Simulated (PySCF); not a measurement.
## Ionisation energy of Tb⁺ by level of theory

Tb⁺ [Xe] 4f9 6s1 (high-spin determinant) → Tb²⁺ [Xe] 4f9 (high-spin determinant), as a difference of total energies. Calculation: PySCF 2.14, in ANO-RCC-VTZP (8s7p5d3f2g1h, 104 functions); scalar relativity by spin-free X2C-1e. Correlated levels: valence: [Kr] 4d10 frozen; valence and next inner shell: [Ar] 3d10 frozen. The calculations carry no spin-orbit coupling.

```csv
method,ionisation energy (eV),difference from reference (eV)
UHF,10.688,-0.825
LDA,11.982,+0.469
PBE,11.783,+0.270
PBE0,11.551,+0.038
r2SCAN,11.513,0.000
MP2 (valence),11.507,-0.006
SCS-MP2 (valence),11.314,-0.199
MP2 (valence and next inner shell),11.563,+0.050
SCS-MP2 (valence and next inner shell),11.371,-0.142
```

Reference: 11.513 ± 0.02 eV (semi-empirical (NIST evaluation); NIST Atomic Spectra Database, ionization energies).

Errors of the correlated levels include the incompleteness of this basis and the frozen core.

The determinant of Tb²⁺ and of Tb⁺ mixes LS terms, which raises its energy above the lowest term, most at the Hartree-Fock and MP2 levels.
